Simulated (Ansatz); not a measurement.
The same substitution along the group B, Al, In.

Computed with Ansatz on PBE0-D4/def2-TZVP structures; ΔE is electronic, products minus reactants. CCSD(T)/CBS is the MP2 limit (def2-TZVPP, def2-QZVPP) plus CCSD(T) − MP2 in def2-TZVPP, frozen cores. This one scheme is used for every species. DFT in def2-TZVPP. Elements past krypton have def2 core potentials. For In, Te outer-core shells are correlated without core-valence functions, which leaves a few kJ/mol of doubt a bond. One conformer a species, not always the lowest.

```
                                             reaction  CCSD(T)/CBS(def2) (kcal/mol)
                   `C#CBN` + H₂Te → `C#C[TeH]` + `BN`                          17.5
`C#[C][AlH][NH2]` + H₂Te → `C#C[TeH]` + `[NH2][AlH2]`                          21.7
`C#[C][InH][NH2]` + H₂Te → `C#C[TeH]` + `[NH2][InH2]`                             ?
```

(1) Fill in the missing values. (Estimate.)

Largest T1 diagnostic: 0.016, for `[NH2][InH2]`.

Answers

(1) The calculation gave: `C#[C][InH][NH2]` + H₂Te → `C#C[TeH]` + `[NH2][InH2]`: +13.9 kcal/mol.
